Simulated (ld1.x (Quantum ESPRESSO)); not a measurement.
**Which setting gave this result? (manganese (Mn), PAW)**

Base potential:

manganese (Mn), PAW, made with ld1.x (Quantum ESPRESSO) 7.5 (PBE, fully relativistic). Core [Ar], reference 3d5 4s1 4p0 (charge +1). Waves: 4s (bound): rcut 1.85, rcutus 2.45 bohr; 4s channel at 0.5 Ry: rcut 1.85, rcutus 2.45 bohr; 4p (bound, empty): rcut 1.85, rcutus 2.45 bohr; 4p channel at 2.75 Ry: rcut 1.85, rcutus 2.45 bohr; 3d (bound): rcut 1.70, rcutus 2.25 bohr; 3d channel at 1.45 Ry: rcut 1.70, rcutus 2.25 bohr. Local part: all-electron potential smoothed inside 1.70 bohr (lloc = -1). Core correction: a·sin(br)/r model core, default radius (ld1.x builds one for every PAW set, though the input has nlcc=.false.). Augmentation charge: PSQ, inside the norm-conserving radii.

Open shells are filled in proportion to 2j + 1 (rel_dist='average').

Cutoffs, loose and tight: the cutoffs (Ry, on a coarse ladder) from which the occupation-weighted sum of valence levels, in a spherical-Bessel basis at the reference potential, stays within 10 and 1 mRy of its value at 400 Ry. They do not see the model core or the augmentation charge, which bear on the density cutoff. Test errors are all-electron minus pseudo excitation energies from the reference, over the configurations 3d5 4s2 4p0; 3d5 4s0 4p0; 3d4 4s0 4p0; 3d5 4s0 4p1; 3d5.5 4s1.5 4p0; 3d4 4s2 4p0; 3d5 4s1.5 4p0; variants that change the core or the reference have their own tests.

Only the scale of all radii but the core radius (base = 1) is moved (4 further runs of the sweep failed or gave no value and are left out):

| scale of all radii but the core radius (base = 1) | bound ghosts | largest test error (meV) | median size of the test errors |
| --- | --- | --- | --- |
| 0.99 | not determined | -363 | 14.3 meV |
| 1.05 | not determined | -365 | 10.1 meV |
| 1.18 | not determined | -366 | 2.1 meV |
| 1.25 | not determined | -365 | 1.0 meV |

Q: One more run gave bound ghosts: not determined; largest test error (meV): -366; median size of the test errors: 6.7 meV. Which value of the scale of all radii but the core radius (base = 1) was used?

A: 1.09. The median size of the test errors moves one way along this sweep, from 14.3 meV at 0.99 to 1.0 meV at 1.25, which places the run between 1.05 and 1.18.
